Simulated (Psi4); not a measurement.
C3H6Cl (SMILES [CH2]CCCl), doublet, at a GFN2-xTB geometry; MP2/aug-pcseg-1 run with Psi4 1.11.

The Psi4 input:
```
memory 2 GB

molecule mol {
0 2
C     1.010045   -0.591413    0.018048
C     2.396231   -0.098797   -0.000171
C     0.024378    0.593068   -0.015337
H     0.814359   -1.169538    0.923615
H     0.809536   -1.218372   -0.854187
Cl   -1.663547    0.014864   -0.000389
H     2.867452    0.161315   -0.927701
H     2.899853    0.147328    0.913810
H     0.152036    1.229211    0.859764
H     0.153137    1.180222   -0.923928
}

set {
  basis aug-pcseg-1
  reference uhf
  freeze_core true
}

energy('mp2')
print_variables()
```

**Question.** What does Psi4 print? Leave out banner, timings and long lists.

**Answer.** 
```
    SCF Algorithm Type (re)set to DF.

   => Loading Basis Set <=

    Name: AUG-PCSEG-1
    Role: ORBITAL
    Keyword: BASIS

         ---------------------------------------------------------
                                   SCF
               by Justin Turney, Rob Parrish, Andy Simmonett
                          and Daniel G. A. Smith
                              UHF Reference
         ---------------------------------------------------------

  ==> Geometry <==

    Molecular point group: c1
    Full point group: C1

    Geometry (in Angstrom), charge = 0, multiplicity = 2:

       Center              X                  Y                   Z               Mass
    ------------   -----------------  -----------------  -----------------  -----------------
         C            1.130122753663    -0.587346595412     0.017941754146    12.000000000000
         C            2.516308753663    -0.094730595412    -0.000277245854    12.000000000000
         C            0.144455753663     0.597134404588    -0.015443245854    12.000000000000
         H            0.934436753663    -1.165471595412     0.923508754146     1.007825032230
         H            0.929613753663    -1.214305595412    -0.854293245854     1.007825032230
         CL          -1.543469246337     0.018930404588    -0.000495245854    34.968852682000
         H            2.987529753663     0.165381404588    -0.927807245854     1.007825032230
         H            3.019930753663     0.151394404588     0.913703754146     1.007825032230
         H            0.272113753663     1.233277404588     0.859657754146     1.007825032230
         H            0.273214753663     1.184288404588    -0.924034245854     1.007825032230

  Running in c1 symmetry.

  Rotational constants: A =      0.90698  B =      0.08405  C =      0.08052 [cm^-1]
  Rotational constants: A =  27190.68821  B =   2519.62579  C =   2413.99356 [MHz]
  Nuclear repulsion =  150.794986356383305

  Charge       = 0
  Multiplicity = 2
  Electrons    = 41
  Nalpha       = 21
  Nbeta        = 20

  ==> Algorithm <==

  SCF Algorithm Type is DF.
  DIIS enabled.
  MOM disabled.
  Fractional occupation disabled.
  Guess Type is SAD.
  Energy threshold   = 1.00e-08
  Density threshold  = 1.00e-08
  Integral threshold = 1.00e-12

  ==> Primary Basis <==

  Basis Set: AUG-PCSEG-1
    Blend: AUG-PCSEG-1
    Number of shells: 68
    Number of basis functions: 150
    Number of Cartesian functions: 158
    Spherical Harmonics?: true
    Max angular momentum: 2

   => Loading Basis Set <=

    Name: (AUG-PCSEG-1 AUX)
    Role: JKFIT
    Keyword: DF_BASIS_SCF

  ==> Integral Setup <==

  SCF_SUBTYPE=INCORE selected. In-core MEM_DF algorithm will be used.
  Using in-core AOs.

  ==> MemDFJK: Density-Fitted J/K Matrices <==

    J tasked:                   Yes
    K tasked:                   Yes
    wK tasked:                   No
    Algorithm:                 Core
    Schwarz Cutoff:           1E-12
    Mask sparsity (%):       0.7467
    Fitting Condition:        1E-10

   => Auxiliary Basis Set <=

  Basis Set: (AUG-PCSEG-1 AUX)
    Blend: DEF2-UNIVERSAL-JKFIT
    Number of shells: 149
    Number of basis functions: 461
    Number of Cartesian functions: 542
    Spherical Harmonics?: true
    Max angular momentum: 4

  Minimum eigenvalue in the overlap matrix is 5.3391864948E-05.
  Reciprocal condition number of the overlap matrix is 3.7882360344E-06.
    Using symmetric orthogonalization.

  ==> Pre-Iterations <==

  SCF Guess: Superposition of Atomic Densities via on-the-fly atomic UHF (no occupation information).

   -------------------------
    Irrep   Nso     Nmo
   -------------------------
     A        150     150
   -------------------------
    Total     150     150
   -------------------------

  ==> Iterations <==

                           Total Energy        Delta E     RMS |[F,P]|

   @DF-UHF iter SAD:  -575.95406086986054   -5.75954e+02   0.00000e+00
[...]

[...]
    Alpha Virtual:

[...]
    Beta Occupied:

[...]
    Beta Virtual:

[...]
     150A      3.824024

    Final Occupation by Irrep:
              A
    DOCC [    20 ]
    SOCC [     1 ]
    NA   [    21 ]
    NB   [    20 ]

  @DF-UHF Final Energy:  -576.49513909002508

   => Energetics <=

    Nuclear Repulsion Energy =            150.7949863563833048
    One-Electron Energy =               -1091.6211596852776893
    Two-Electron Energy =                 364.3310342388692789
    Total Energy =                       -576.4951390900250772

  UHF NO Occupations:
  HONO-2 :   19  A 1.9990927
  HONO-1 :   20  A 1.9964450
  HONO-0 :   21  A 1.0000000
  LUNO+0 :   22  A 0.0035550
  LUNO+1 :   23  A 0.0009073
  LUNO+2 :   24  A 0.0007792
  LUNO+3 :   25  A 0.0006878

Computation Completed

Properties will be evaluated at   0.000000,   0.000000,   0.000000 [a0]

Properties computed using the SCF density matrix

 Multipole Moments:

 ------------------------------------------------------------------------------------
     Multipole            Electronic (a.u.)      Nuclear  (a.u.)        Total (a.u.)
 ------------------------------------------------------------------------------------

 L = 1.  Multiply by 2.5417464519 to convert [e a0] to [Debye]
 Dipole X            :         -8.4543067            9.3034730            0.8491663
 Dipole Y            :         -0.0840130            0.3150638            0.2310509
 Dipole Z            :          0.0041971           -0.0082318           -0.0040347
 Magnitude           :                                                    0.8800479

 ------------------------------------------------------------------------------------

  //>>>>>>>>>>>>>>>>>>>>>>>>>>>>>>>>>>>//
  //               DFMP2               //
  //<<<<<<<<<<<<<<<<<<<<<<<<<<<<<<<<<<<//

   => Loading Basis Set <=

    Name: (AUG-PCSEG-1 AUX)
    Role: RIFIT
    Keyword: DF_BASIS_MP2

	 --------------------------------------------------------
	                          DF-MP2
	      2nd-Order Density-Fitted Moller-Plesset Theory

	        Rob Parrish, Justin Turney, Andy Simmonett,
	           Ed Hohenstein, and C. David Sherrill
	 --------------------------------------------------------

	 --------------------------------------------------------
	                 NBF =   150, NAUX =   408
	 --------------------------------------------------------
	   CLASS    FOCC     OCC    AOCC    AVIR     VIR    FVIR
	   ALPHA       8      21      13     129     129       0
	    BETA       8      20      12     130     130       0
	 --------------------------------------------------------

	-----------------------------------------------------------
	 ==================> DF-MP2 Energies <====================
	-----------------------------------------------------------
	 Reference Energy          =    -576.4951390900250772 [Eh]
	 Singles Energy            =      -0.0000000000000000 [Eh]
	 Same-Spin Energy          =      -0.1340658491117917 [Eh]
	 Opposite-Spin Energy      =      -0.4235141634281380 [Eh]
	 Correlation Energy        =      -0.5575800125399297 [Eh]
	 Total Energy              =    -577.0527191025649927 [Eh]
	-----------------------------------------------------------
	 ================> DF-SCS-MP2 Energies <==================
	-----------------------------------------------------------
	 SCS Same-Spin Scale       =       0.3333333333333333 [-]
	 SCS Opposite-Spin Scale   =       1.2000000000000000 [-]
	 SCS Same-Spin Energy      =      -0.0446886163705972 [Eh]
	 SCS Opposite-Spin Energy  =      -0.5082169961137656 [Eh]
	 SCS Correlation Energy    =      -0.5529056124843629 [Eh]
	 SCS Total Energy          =    -577.0480447025094008 [Eh]
	-----------------------------------------------------------

  Variable Map:
  ----------------------------------------------------------------------------
[...]
  Array Variable Map:
  ----------------------------------------------------------------------------
[...]
[...]
```
